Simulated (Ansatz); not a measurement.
Basis-set extrapolation for CH6N2OSi (`NC(=O)N[SiH3]`) (PBE0-D4/def2-TZVP geometry, frozen core, the Gaussian-basis code of Ansatz). Multiplicity 1, RHF reference.

```csv
,def2-TZVPP,def2-QZVPP
HF,-514.221812,-514.241568
MP2 correlation,-0.927422,-0.996001
CCSD(T) correlation,-0.998113,not run
```

Energies in hartree. Use E(X) = E(∞) + A·exp(−7.88·√X) for Hartree–Fock and E(X) = E(∞) + B·X^(−2.97) for correlation, with X = 3 and 4, and add CCSD(T) minus MP2 of the smaller set to the MP2 limit.

**Question.** What is the CCSD(T) energy at the basis-set limit?

**Answer.** HF limit: -514.241568 + (-0.019756) × 0.13774 = -514.24429. MP2 limit: -0.996001 + (-0.068579) × 0.74074 = -1.04680. Higher-order term: -0.998113 − (-0.927422) = -0.07069. Total: -515.36178 hartree, 89.0 kcal/mol below CCSD(T)/def2-TZVPP.
